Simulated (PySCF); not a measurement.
**Circular dichroism: SMILES CO[C@@H]1C[C@H]1C#N, C5H7NO**

Geometry (Å), atoms numbered from 1 in this order:
```xyz
14

C     2.158    0.153    0.022
O     1.106   -0.695    0.432
C    -0.130   -0.077    0.427
C    -1.342   -0.935    0.351
C    -0.956   -0.106   -0.855
C    -1.721    1.035   -1.200
N    -2.326    1.971   -1.466
H     2.237    1.025    0.681
H     3.069   -0.438    0.084
H     2.013    0.501   -1.007
H    -0.179    0.839    1.016
H    -1.189   -2.000    0.272
H    -2.214   -0.641    0.915
H    -0.527   -0.633   -1.700
```

Level of theory: TDDFT BHandHLYP/def2-SVPD circular dichroism and optical rotation, one conformer, gas phase (PySCF 2.14.0). Geometry: GFN2-xTB.

The molecule is flexible and this is one conformer; a measurement averages over conformers.

Problem. What are the CIP labels of the stereocentres?

Solution. C3 R, C5 S.

Problem. List the lowest 8 singlet excitations with oscillator and rotatory strengths.

Solution. Rotatory strengths R in 10⁻⁴⁰ esu² cm², velocity form and length form (origin at the centre of mass); f in length form.
| state | E (eV) | λ (nm) | f | R (velocity) | R (length) | main |
| --- | --- | --- | --- | --- | --- | --- |
| 1 | 7.12 | 174 | 0.0009 | +0.8 | +0.8 | HOMO→LUMO+4 0.27, HOMO→LUMO+1 0.17 |
| 2 | 7.64 | 162 | 0.058 | +6.6 | +6.4 | HOMO−1→LUMO+4 0.17, HOMO→LUMO+1 0.17 |
| 3 | 7.83 | 158 | 0.011 | -8.9 | -8.9 | HOMO→LUMO 0.65, HOMO−1→LUMO+4 0.10 |
| 4 | 7.91 | 157 | 0.007 | -11.4 | -11.7 | HOMO−1→LUMO+4 0.15, HOMO→LUMO 0.14 |
| 5 | 8.14 | 152 | 0.010 | +13.4 | +12.7 | HOMO→LUMO+2 0.73 |
| 6 | 8.49 | 146 | 0.016 | +29.2 | +27.2 | HOMO→LUMO+3 0.42, HOMO→LUMO+1 0.35 |
| 7 | 8.65 | 143 | 0.014 | -16.8 | -15.4 | HOMO→LUMO+3 0.23, HOMO→LUMO+5 0.21 |
| 8 | 8.93 | 139 | 0.199 | +28.3 | +26.9 | HOMO→LUMO+4 0.36, HOMO−2→LUMO+4 0.12 |

Among the states computed, the strongest CD band (largest |R|) is state 6. The largest dissymmetry factor in size, g = 4R/(D+G), with D and G the electric and magnetic dipole strengths, is +0.021 for state 6 (velocity form, f = 0.018), among bands with |R| over 0.5. The mirror image has the same energies and oscillator strengths and all R with the opposite sign.
